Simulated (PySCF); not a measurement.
How methods differ on the excitation energy of Mo

Mo [Kr] 4d5 5s1 (7S) → Mo [Kr] 4d4 5s1 5p1 (high-spin determinant), as a difference of total energies. All numbers are calculated (PySCF 2.14, scalar relativity through the core potential, in aug-cc-pVTZ-PP with ECP28MDF). Correlated levels: valence: 4s2 4p6 frozen. The calculations carry no spin-orbit coupling.

| method | excitation energy (eV) |
| --- | --- |
| UHF | 2.831 |
| LDA | 4.078 |
| PBE | 3.981 |
| PBE0 | 3.839 |
| r2SCAN | 3.908 |
| MN15 | 3.853 |
| BHandHLYP | 3.610 |
| TPSS | 3.852 |
| BLYP | 3.869 |
| MP2 (valence) | 3.373 |
| SCS-MP2 (valence) | 3.012 |

**Question.** How much does correlation contribute at MP2 (valence)?

**Answer.** 3.373 − (2.831) = 0.542 eV, measured against UHF.

The determinant of the upper state mixes LS terms, which raises its energy above the lowest term, most at the Hartree-Fock and MP2 levels.
